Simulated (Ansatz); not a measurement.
Results of the Gaussian-basis code of Ansatz.

A structure relaxed at PBE0-D4/def2-TZVP, charge 0, multiplicity 1:

```xyz
6

O    -1.2624   -0.4823    0.2704
Ti    0.4176   -0.0362    0.0155
F     0.8636   -0.3731   -1.6370
F     1.4186   -0.9526    1.1114
Br    0.6800    2.2664    0.3983
H    -2.1174   -0.4223   -0.1587
```

(1) Give its formula and SMILES.

(2) Summarise the bond lengths by kind.

## Answers

(1) BrF2HOTi, `[OH][Ti]([F])([F])[Br]`.

(2) 1 × O–Ti 1.757 Å; 1 × H–O 0.959 Å; 2 × F–Ti 1.744 Å; 1 × Br–Ti 2.349 Å.
